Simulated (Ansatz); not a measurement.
The cluster Nb3: single points at one geometry.

```yaml
crystal:
  periodic: [false, false, false]
  atoms:
    - {symbol: Nb, position_ang: [0.484451, 0.165841, 0.131486]}
    - {symbol: Nb, position_ang: [2.548595, 0.969101, -0.117591]}
    - {symbol: Nb, position_ang: [1.860954, 0.447259, 2.094405]}
basis:
  gaussian: {orbitals: def2-TZVP, initial_orbitals: start.molden}
magnetization: {spin_polarized: true, initial_magnetization: 1}
hamiltonian: {xc: pbe, dispersion: d4}
scf: {omitted_lower_state_checks: [starts]}
output: {orbitals: {seedname: orbitals}}
```

The file start.molden holds the orbitals of an earlier run on this structure, at another level or in another basis.

```sh
$ ansatz run in.yaml --threads 4 --pin off --events-out ev --progress --plain --max-ram 3916MiB
```

Shortened log:

```
Functional definition: PBE
954 factors; their error is unknown
mean field evaluation 1: about -4649.1516 eV, gradient 3.6e0 eV
mean field evaluation 2: about -4649.3112 eV, gradient 4.5e-1 eV
mean field evaluation 4: about -4649.3230 eV, gradient 1.2e-1 eV
mean field evaluation 8: about -4649.3236 eV, gradient 8.6e-5 eV
mean field evaluation 16: about -4649.3236 eV, gradient 1.2e-5 eV
mean field -4649.32361499 eV, -170.8594914261 hartree, gradient 2.5e-6 eV, S^2 0.824843; 0 other end points of the search recorded, 0 dependent functions left out
reference -4649.32365104 eV, -170.8594927510 hartree; 20, 19 occupied and 100, 101 virtual orbitals, 954 factors
Total energy: -4649.47574194 eV, -170.8650819885 hartree
Checks for a lower state left out: starts
```

Hardware: 4 threads of Arm Neoverse V2 on a shared host. Wall time 3.3 s.

The first input with `hamiltonian: {xc: {name: B97M-V}}` (abridged; 19 s):

```
Functional definition: B97M-V
mean field evaluation 16: about -4646.4431 eV, gradient 1.1e-5 eV
mean field -4646.44309175 eV, -170.7536341497 hartree, gradient 1.1e-5 eV, S^2 0.957342
Total energy: -4646.44314439 eV, -170.7536360842 hartree
Checks for a lower state left out: starts
```

First input, but with `gaussian: {orbitals: def2-SVP, initial_orbitals: start.molden}`, `hamiltonian: {xc: pbe0, dispersion: d4}` (abridged; 6.5 s):

```
Functional definition: PBE0
mean field -4643.64492283 eV, -170.6508033384 hartree, gradient 5.5e-6 eV, S^2 1.137669
Total energy: -4643.77401989 eV, -170.6555475678 hartree
Checks for a lower state left out: starts
```

First input, but with `hamiltonian: {xc: pbe}`, `correlation: {method: rpa}` and without the key `output` (abridged; 4.5 s):

```
Functional definition: PBE
mean field -4649.32360254 eV, -170.8594909687 hartree, gradient 2.9e-6 eV, S^2 0.824845
Total energy: -4636.69562992 eV, -170.3954215344 hartree
Checks for a lower state left out: starts
```

The first input with `hamiltonian: {xc: {name: r2SCAN0}, dispersion: d4}`, `output: {forces: true, orbitals: {seedname: orbitals}}` (abridged; 15 s):

```
Functional definition: r2SCAN0
mean field -4644.04281616 eV, -170.6654256486 hartree, gradient 6.3e-6 eV, S^2 1.938179
Total energy: -4644.07689292 eV, -170.6666779463 hartree
Atom 0 force    -0.145193    -0.031836    -0.189027 eV/Å
Atom 1 force     0.007956     0.001730     0.010481 eV/Å
Atom 2 force     0.137237     0.030106     0.178546 eV/Å
Dipole moment:     0.092302     0.017060     0.146785 e Å
Checks for a lower state left out: starts
```

As the first input, with `gaussian: {orbitals: def2-TZVPD, initial_orbitals: start.molden}`, `hamiltonian: {xc: pbe0, dispersion: d4}` (abridged; 6.5 s):

```
Functional definition: PBE0
mean field -4644.95462600 eV, -170.6989340421 hartree, gradient 9.2e-6 eV, S^2 1.171273
Total energy: -4645.08372528 eV, -170.7036783531 hartree
Checks for a lower state left out: starts
```

As the first input, with `gaussian: {orbitals: def2-TZVPD, initial_orbitals: start.molden}` (abridged; 3.2 s):

```
Functional definition: PBE
mean field evaluation 16: about -4649.3236 eV, gradient 1.2e-5 eV
mean field -4649.32361499 eV, -170.8594914261 hartree, gradient 2.5e-6 eV, S^2 0.824843
Total energy: -4649.47574194 eV, -170.8650819885 hartree
Checks for a lower state left out: starts
```

Geometry: r2SCAN-D4/def2-TZVP.

In the def2 sets Nb takes a core potential; there is no spin–orbit coupling. Correlated methods freeze no core orbitals; core or outer-core shells of Nb are correlated, in sets that lack core-valence functions. At B97M-V/def2-TZVP, PBE0-D4/def2-SVP, r2SCAN0-D4/def2-TZVP, PBE0-D4/def2-TZVPD the charge 0 doublet is spin-contaminated (final ⟨S²⟩ up to 1.94, 0.75 for a pure state). The geometry of the doublet was relaxed on an unsound state (⟨S²⟩ 1.11, where a pure state has 0.75). The structure comes from a short search, and lower isomers may exist.
